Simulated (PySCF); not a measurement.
SMILES COC(=O)CSC, GFN2-xTB optimised geometry.

```
15

C      2.89    -0.58     1.34
O      1.47    -0.66     1.22
C      1.00    -0.91     0.00
O      1.68    -1.11    -0.97
C     -0.51    -0.91     0.00
S     -1.08     0.83     0.00
C     -2.86     0.50    -0.13
H      3.09    -0.49     2.41
H      3.35    -1.47     0.92
H      3.26     0.30     0.81
H     -0.88    -1.40    -0.90
H     -0.89    -1.39     0.90
H     -3.08    -0.02    -1.05
H     -3.19    -0.08     0.73
H     -3.35     1.47    -0.13
```

Density from CAM-B3LYP/def2-TZVP in PySCF 2.14.0 at that geometry.

Minimum of the electron density along straight lines between bonded atoms, close to the bond critical point (lines longer than 1.1 times the sum of covalent radii, or with two minima, are not listed):

```csv
bond,length / Å,ρ at the minimum / e bohr⁻³,∇²ρ there / e bohr⁻⁵,position (fraction from the first atom)
C1–O2,1.421,0.250,-0.47,0.35
O2–C3,1.333,0.319,-0.71,0.66
C3–O4,1.201,0.438,-0.28,0.34
C3–C5,1.509,0.265,-0.72,0.52
C5–S6,1.833,0.176,-0.29,0.48
S6–C7,1.816,0.182,-0.31,0.53
C1–H8,1.087,0.290,-1.05,0.65
C1–H9,1.092,0.287,-1.03,0.65
C1–H10,1.092,0.286,-1.02,0.65
C5–H11,1.089,0.285,-1.01,0.65
C5–H12,1.090,0.283,-0.99,0.65
C7–H13,1.086,0.283,-0.99,0.65
C7–H14,1.086,0.283,-0.99,0.65
C7–H15,1.085,0.283,-0.99,0.65
```
